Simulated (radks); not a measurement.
All-electron atom: Fe III in [Ar] 3d6. All-electron calculation, scalar-relativistic Kohn-Sham, PBEsol, spin-polarised, spherical densities, finite nucleus; open shells are filled with parallel spins first; Fermi nuclear charge, rms radius 3.7377 fm. Program: a radial shooting solver on a logarithmic mesh with Libxc functionals. Some entries of the table are withheld. Estimate them.

| orbital | occ. | eigenvalue (eV) | r(max) (bohr) |
|---|---|---|---|
| 1s down | 1 | -7009.645 | 0.03829 |
| 1s up | 1 | -7009.637 | 0.03829 |
| 2s up | 1 | -837.2617 | 0.2226 |
| 2s down | 1 | -835.3127 | 0.2225 |
| 2p up | 3 | (1) | (2) |
| 2p down | 3 | (3) | (4) |
| 3s up | 1 | -113.7397 | 0.7012 |
| 3s down | 1 | -109.4207 | 0.7021 |
| 3p up | 3 | -79.8988 | 0.7136 |
| 3p down | 3 | -75.6500 | 0.7151 |
| 3d up | 5 | (5) | 0.7083 |
| 3d down | 1 | (6) | 0.7173 |

Answer. 
(1) 2p up eigenvalue (eV): -716.2341
(2) 2p up r(max) (bohr): 0.1799
(3) 2p down eigenvalue (eV): -714.7551
(4) 2p down r(max) (bohr): 0.1797
(5) 3d up eigenvalue (eV): -27.1524
(6) 3d down eigenvalue (eV): -23.1994
